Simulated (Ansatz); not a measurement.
System: Si₂H₅, charge 1, singlet. Si2H5+ (parent SMILES [SiH2][SiH3], singlet).
B3LYP-D3(BJ)/def2-TZVP minimum from Ansatz (an electronic-structure program):
```
Si
H 1 1.4714
H 1 1.4714 2 116.46
H 1 1.4804 2 114.19 3 136.50
Si 1 2.3706 2 105.25 4 107.38
H 5 1.4763 1 123.94 2 153.61
H 5 1.4763 6 112.03 1 -176.74
```
Charge +1, spin multiplicity 1.

Total energies in aug-cc-pV(D+d)Z, 12 correlated electrons, 10 frozen orbitals. Radicals and triplets start from unrestricted determinants; spin-orbit coupling is neglected. Cores are frozen in correlated methods. No relativity. The spin of H5Si2+ (parent SMILES [SiH2][SiH3], singlet) was assumed, and the state is the lowest solution found for it.

```json
[
 {"method": "HF", "program": "Ansatz", "energy (Eh)": "-580.47635", "minus CCSDT(Q) (mEh)": "242.51"},
 {"method": "MP2", "program": "Ansatz", "energy (Eh)": "-580.66335", "minus CCSDT(Q) (mEh)": "55.52"},
 {"method": "CCSD", "program": "Ansatz", "energy (Eh)": "-580.71157", "minus CCSDT(Q) (mEh)": "7.29"},
 {"method": "CCSD(T)", "program": "Ansatz", "energy (Eh)": "-580.71734", "minus CCSDT(Q) (mEh)": "1.53"},
 {"method": "CCSDT(Q)", "program": "Ansatz", "energy (Eh)": "-580.71886", "minus CCSDT(Q) (mEh)": "0.00"}
]
```

Rough core times of Ansatz's runs on a shared machine: CCSD(T) under 20 s, CCSDT(Q) 6 min.
